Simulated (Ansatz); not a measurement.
Isolated molecules relaxed with PBE0-D4/def2-TZVP in Ansatz; ΔE leaves out vibrations. CCSD(T)/CBS is the MP2 limit (def2-TZVPP, def2-QZVPP) plus CCSD(T) − MP2 in def2-TZVPP, frozen cores. This one scheme is used for every species. DFT in def2-TZVPP. For Br outer-core shells are correlated without core-valence functions, which leaves a few kJ/mol of doubt a bond. Scalar relativity is left out up to krypton. Each species was taken in one conformer, which may not be the lowest.

Reaction (ligand exchange at the Si–O bond): `C[Si](O)(O)O` + HBr → `C[Si](O)(O)Br` + H₂O

Question: Is it downhill or uphill in electronic energy at CCSD(T)/CBS, and by how much? (An estimate is asked.)

Answer: Ansatz gave: Uphill: ΔE = +3.8 kJ/mol.

Question: What do these levels give: r2SCAN0-D4, ωB97X-V, r2SCANh, BHLYP, CCSD(T)/def2-TZVPP, MP2/def2-QZVPP? (Estimate.)

Answer: Ansatz gave: r2SCAN0-D4 6.2, ωB97X-V 8.1, r2SCANh 7.0, BHLYP 16.4, CCSD(T)/def2-TZVPP 11.6, MP2/def2-QZVPP 0.6 kJ/mol.

Question: What do rigid-rotor, harmonic-oscillator terms from PBE0-D4/def2-TZVP frequencies (298.15 K, 1 bar) make of the CCSD(T)/CBS value? (Best estimate.)

Answer: Ansatz gave: ΔZPE = +6.4 kJ/mol, ΔH = +11.4 kJ/mol, ΔS = 6 J/(mol·K), ΔG = +9.7 kJ/mol.

Largest T1 diagnostic among the species: 0.011.

Leaving LDA and LC-ωPBE aside and taking each functional with its dispersion term where it has one, the values, not all of them listed here, spread over 18.0 kJ/mol, from revPBE-D4 to CAM-B3LYP-D4. LDA lies +6.4 kJ/mol from PBE without D4. At CCSD(T), def2-SVP lies +10.2 kJ/mol from the extrapolated value and def2-TZVPP +7.8 kJ/mol. From BLYP to BHLYP (50 % exact exchange), in def2-TZVPP and without D4, ΔE moves by +3.2 kJ/mol.
